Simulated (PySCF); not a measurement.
**Zn(28+): ionisation energy**

Zn(28+) 1s2 (1S) → Zn(29+) 1s1 (2S), as a difference of total energies. Calculation: PySCF 2.14, in an uncontracted even-tempered set (15 s from 35 bohr⁻², ratio 2.2; 7 p from 53 bohr⁻², ratio 2.4; 4 d from 160 bohr⁻², ratio 2.4; 3 f from 240 bohr⁻², ratio 2.4; 3 g from 360 bohr⁻², ratio 2.4); no relativity, point nucleus. Correlated levels: nothing frozen; virtual orbitals above 40 to 60 times the deepest correlated orbital energy dropped. The calculations carry no spin-orbit coupling.

| method | ionisation energy (eV) | difference from reference (eV) |
| --- | --- | --- |
| UHF | 11737.9 | -127.0 |
| MP2 (all electrons) | 11739.2 | -125.7 |
| SCS-MP2 (all electrons) | 11739.4 | -125.5 |
| CCSD (all electrons) | 11739.2 | -125.7 |

Reference: 11864.9 eV (theoretical estimate listed by NIST; NIST Atomic Spectra Database, ionization energies).

These non-relativistic numbers lack the scalar-relativistic shift.

With two correlated electrons CCSD is exact in that space.
